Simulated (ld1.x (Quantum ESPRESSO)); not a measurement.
An all-electron radial function and its pseudo partner (copper)

Columns: radius, all-electron u(r) and pseudo u(r) of the 3d shell (level -29.64 eV) of copper in the configuration [Ar] 3d9 4s0 4p0; Wu–Cohen, scalar-relativistic, PAW scheme, ld1.x (Quantum ESPRESSO) 7.5.

| r (bohr) | all-electron | pseudo |
| --- | --- | --- |
| 0.115 | 0.1470 | 0.0029 |
| 0.230 | 0.5014 | 0.0224 |
| 0.345 | 0.7992 | 0.0700 |
| 0.460 | 0.9652 | 0.1494 |
| 0.575 | 1.0199 | 0.2546 |
| 0.690 | 1.0030 | 0.3718 |
| 0.805 | 0.9479 | 0.4833 |
| 0.920 | 0.8756 | 0.5718 |
| 1.035 | 0.7979 | 0.6252 |
| 1.150 | 0.7210 | 0.6392 |
| 1.265 | 0.6479 | 0.6183 |
| 1.380 | 0.5797 | 0.5731 |
| 1.495 | 0.5170 | 0.5166 |
| 1.610 | 0.4599 | 0.4599 |
| 1.725 | 0.4080 | 0.4080 |
| 1.840 | 0.3613 | 0.3613 |
| 1.955 | 0.3194 | 0.3194 |
| 2.070 | 0.2820 | 0.2820 |
| 2.185 | 0.2486 | 0.2486 |
| 2.300 | 0.2190 | 0.2190 |
| 2.415 | 0.1928 | 0.1928 |
| 2.530 | 0.1696 | 0.1696 |
| 2.645 | 0.1491 | 0.1491 |
| 2.760 | 0.1309 | 0.1309 |
| 2.875 | 0.1149 | 0.1149 |
| 2.990 | 0.1007 | 0.1007 |

**Question.** How many radial nodes do the two functions have?

**Answer.** The all-electron 3d function has n − l − 1 = 0; the pseudo-wave has 0.

**Question.** At about which radius was the pseudo-wave matched?

**Answer.** 1.65 bohr. The columns agree to 0.0005 from 1.50 bohr on; several derivatives are matched, so the curves merge somewhat inside the radius.

**Question.** Is the pseudo-wave norm-conserving?

**Answer.** No, it belongs to a PAW set: the norm inside the radius is not constrained, and the difference is carried by the augmentation charge.
